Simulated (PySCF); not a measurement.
Gas-phase reaction: 3 GaI + 3 H2 ⇌ GaI3 + Ga2H6

Method: PySCF energies plus ideal-gas RRHO corrections (1 bar). † marks an energy on the PBE0/def2-TZVP geometry and frequencies. CCSD(T) freezes the core. All species are closed-shell singlets. I: scalar-relativistic def2 core potential, no spin-orbit coupling. Ga: all electrons, no relativistic terms. Ga2H6: computed as isolated molecules; such fragments, hydroxides, amides, oligomers or adducts are transient or little studied in the gas. CCSD(T) isn't extrapolated to the basis-set limit.

CCSD(T)/def2-TZVPP† gives ΔH°(298 K) = -142 kJ.

Question: What do r2SCAN/def2-TZVP†, M06-2X/def2-TZVP†, PBE0/def2-QZVP† give?

Answer: r2SCAN/def2-TZVP†: -137 kJ; M06-2X/def2-TZVP†: -82 kJ; PBE0/def2-QZVP†: -110 kJ. For scale, ΔH°(298 K) is -142 kJ at this level, -93 kJ at ωB97M-V/def2-TZVP†, and runs from -213 to 54 kJ over the 17 levels computed.
